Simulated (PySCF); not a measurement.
**Excitation energy of Se by level of theory**

Se [Ar] 3d10 4s2 4p4 (3P) → Se [Ar] 3d10 4s2 4p3 5s1 (5S), as a difference of total energies. All numbers are calculated (PySCF 2.14, scalar relativity through the core potential, in aug-cc-pVTZ-PP with ECP10MDF (6s5p4d2f, 55 functions)). Correlated levels: valence: 3s2 3p6 3d10 frozen. The calculations carry no spin-orbit coupling.

Q: Order these methods by the excitation energy they give, lowest first.
A. MP2 (valence)
B. UHF
C. CCSD(T) (valence)
D. SCS-MP2 (valence)

A: B (5.261 eV), A (5.648 eV), C (5.765 eV), D (5.837 eV).

Errors of the correlated levels include the incompleteness of this basis and the frozen core.

For comparison: 5.857 eV (measured; NIST levels, between the centres of gravity of the two terms).
